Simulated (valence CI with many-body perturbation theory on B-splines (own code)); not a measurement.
**Energy levels of Br XXXI**

Method: valence CI with perturbative core correlation (CI+MBPT): three valence electrons over a frozen Dirac-Fock core [He], radial functions for each j: 11 s, 11 p, 10 d, 8 f, 5 g, 2 h, with the one-electron correlation potential Σ1 (screened to all orders), the two-electron term Σ2, the three-electron term Σ3, Breit, model QED; selected single and double excitations, second order for the rest, scaled by the run's own slope (own B-spline code, finite nucleus).

No measured spectrum was set against this ion. As an estimate, large intervals hold to a few tenths of a per cent, small ones and those within an open d or f shell to about a per cent.

Levels 136 to 180 of 211, with energies above the lowest level, (2s^2 2p1/2) J=1/2. "Leading %" is the weight of the configuration and term that name the level; weights of strongly mixed levels are sums over their largest components and can fall short. In the jj column 3d3/2^4 stands for four electrons in 3d with j = 3/2. Lifetimes count E1, E2, E3, M1 and M2 decay at the calculated energies, and are blank where another channel may lead or the interval is too uncertain; long ones can be off by a factor of two.

| No. | Configuration | Term | J | E (eV) | Leading % | Leading jj | Lifetime |
| --- | --- | --- | --- | --- | --- | --- | --- |
| 136 | 2s2p4s | ²P° | 1/2 | 2740.2 | 85 | 2s 2p1/2 4s (91 %) | 181 fs |
| 137 | 2s2p4p | ⁴D | 3/2 | 2747.5 | 65 | 2s 2p1/2 4p3/2 (77 %) | 264 fs |
| 138 | 2s2p4p | ²P | 3/2 | 2749.3 | 32 | 2s 2p1/2 4p1/2 (70 %) | 85.1 fs |
| 139 | 2s2p4p | ⁴P | 1/2 | 2752.9 | 63 | 2s 2p1/2 4p1/2 (90 %) | 192 fs |
| 140 | 2s2p4d | ⁴F° | 3/2 | 2756.5 | 67 | 2s 2p1/2 4d3/2 (99 %) | 69.7 fs |
| 141 | 2s2p4p | ⁴D | 5/2 | 2757.0 | 58 | 2s 2p1/2 4p3/2 (90 %) | 273 fs |
| 142 | 2s2p4p | ²P | 1/2 | 2757.1 | 54 | 2s 2p1/2 4p3/2 (89 %) | 61.3 fs |
| 143 | 2s2p4p | ²D | 3/2 | 2758.4 | 51 | 2s 2p1/2 4p3/2 (91 %) | 77.7 fs |
| 144 | 2s2p4d | ⁴F° | 5/2 | 2759.8 | 34 | 2s 2p1/2 4d5/2 (94 %) | 37.8 fs |
| 145 | 2s2p4f | ⁴G | 5/2 | 2765.2 | 46 | 2s 2p1/2 4f5/2 (100 %) | 75.5 fs |
| 146 | 2s2p4d | ⁴F° | 5/2 | 2765.7 | 39 | 2s 2p1/2 4d3/2 (76 %) | 69.9 fs |
| 147 | 2s2p4f | ⁴F | 7/2 | 2766.2 | 28 | 2s 2p1/2 4f7/2 (100 %) | 76.5 fs |
| 148 | 2s2p4d | ⁴D° | 3/2 | 2767.7 | 39 | 2s 2p1/2 4d3/2 (72 %) | 32.6 fs |
| 149 | 2s2p4d | ⁴D° | 1/2 | 2768.3 | 71 | 2s 2p1/2 4d3/2 (90 %) | 25.3 fs |
| 150 | 2s2p4d | ⁴F° | 7/2 | 2768.7 | 50 | 2s 2p1/2 4d5/2 (90 %) | 39.2 fs |
| 151 | 2s2p4d | ²D° | 3/2 | 2771.1 | 46 | 2s 2p1/2 4d5/2 (71 %) | 39.3 fs |
| 152 | 2s2p4d | ²F° | 5/2 | 2771.7 | 60 | 2s 2p1/2 4d5/2 (81 %) | 33.8 fs |
| 153 | 2s2p4f | ⁴F | 3/2 | 2774.7 | 63 | 2s 2p1/2 4f5/2 (91 %) | 75.4 fs |
| 154 | 2s2p4f | ⁴G | 7/2 | 2774.7 | 43 | 2s 2p1/2 4f5/2 (90 %) | 75.5 fs |
| 155 | 2s2p4f | ⁴D | 5/2 | 2775.1 | 30 | 2s 2p1/2 4f5/2 (67 %) | 75.3 fs |
| 156 | 2s2p4f | ⁴G | 9/2 | 2775.5 | 41 | 2s 2p1/2 4f7/2 (91 %) | 76.5 fs |
| 157 | 2s2p4f | ²D | 5/2 | 2776.1 | 40 | 2s 2p1/2 4f7/2 (67 %) | 76.6 fs |
| 158 | 2s2p4f | ²G | 7/2 | 2776.4 | 41 | 2s 2p1/2 4f7/2 (90 %) | 77.2 fs |
| 159 | 2s2p4s | ⁴P° | 5/2 | 2782.6 | 99 | 2s 2p3/2 4s (99 %) | 214 fs |
| 160 | 2s2p4s | ²P° | 3/2 | 2786.3 | 84 | 2s 2p3/2 4s (99 %) | 151 fs |
| 161 | 2s2p4p | ⁴P | 3/2 | 2796.7 | 45 | 2s 2p3/2 4p1/2 (99 %) | 153 fs |
| 162 | 2s2p4p | ⁴D | 5/2 | 2797.4 | 36 | 2s 2p3/2 4p1/2 (96 %) | 121 fs |
| 163 | 2s2p4p | ⁴D | 7/2 | 2801.1 | 100 | 2s 2p3/2 4p3/2 (100 %) | 315 fs |
| 164 | 2s2p4p | ²P | 3/2 | 2802.5 | 50 | 2s 2p3/2 4p3/2 (99 %) | 85.7 fs |
| 165 | 2s2p4p | ²D | 5/2 | 2805.1 | 55 | 2s 2p3/2 4p3/2 (97 %) | 87.4 fs |
| 166 | 2s2p4p | ²S | 1/2 | 2806.6 | 60 | 2s 2p3/2 4p3/2 (99 %) | 65.4 fs |
| 167 | 2s2p4d | ⁴F° | 9/2 | 2812.2 | 100 | 2s 2p3/2 4d5/2 (100 %) | 150 fs |
| 168 | 2s2p4d | ⁴D° | 7/2 | 2812.8 | 51 | 2s 2p3/2 4d3/2 (59 %) | 37.5 fs |
| 169 | 2s2p4d | ⁴D° | 5/2 | 2812.9 | 50 | 2s 2p3/2 4d3/2 (98 %) | 32.7 fs |
| 170 | 2s2p4d | ⁴P° | 3/2 | 2813.6 | 53 | 2s 2p3/2 4d3/2 (96 %) | 31.2 fs |
| 171 | 2s2p4d | ⁴P° | 1/2 | 2813.9 | 88 | 2s 2p3/2 4d3/2 (98 %) | 35.1 fs |
| 172 | 2s2p4d | ²D° | 5/2 | 2816.0 | 48 | 2s 2p3/2 4d5/2 (98 %) | 38.1 fs |
| 173 | 2s2p4d | ²P° | 3/2 | 2817.6 | 42 | 2s 2p3/2 4d5/2 (95 %) | 39.6 fs |
| 174 | 2s2p4d | ²F° | 7/2 | 2818.8 | 83 | 2s 2p3/2 4d5/2 (60 %) | 25.6 fs |
| 175 | 2s2p4f | ⁴F | 7/2 | 2820.4 | 42 | 2s 2p3/2 4f5/2 (98 %) | 75.5 fs |
| 176 | 2s2p4d | ²P° | 1/2 | 2820.5 | 84 | 2s 2p3/2 4d5/2 (96 %) | 31.2 fs |
| 177 | 2s2p4f | ⁴F | 5/2 | 2820.8 | 46 | 2s 2p3/2 4f5/2 (100 %) | 75.3 fs |
| 178 | 2s2p4f | ⁴G | 9/2 | 2820.8 | 51 | 2s 2p3/2 4f7/2 (55 %) | 75.5 fs |
| 179 | 2s2p4f | ⁴D | 3/2 | 2821.6 | 64 | 2s 2p3/2 4f5/2 (100 %) | 75.2 fs |
| 180 | 2s2p4f | ²F | 7/2 | 2821.7 | 42 | 2s 2p3/2 4f7/2 (98 %) | 76.4 fs |

Where two levels of one J and parity lie close, their mixing, g and order are uncertain.
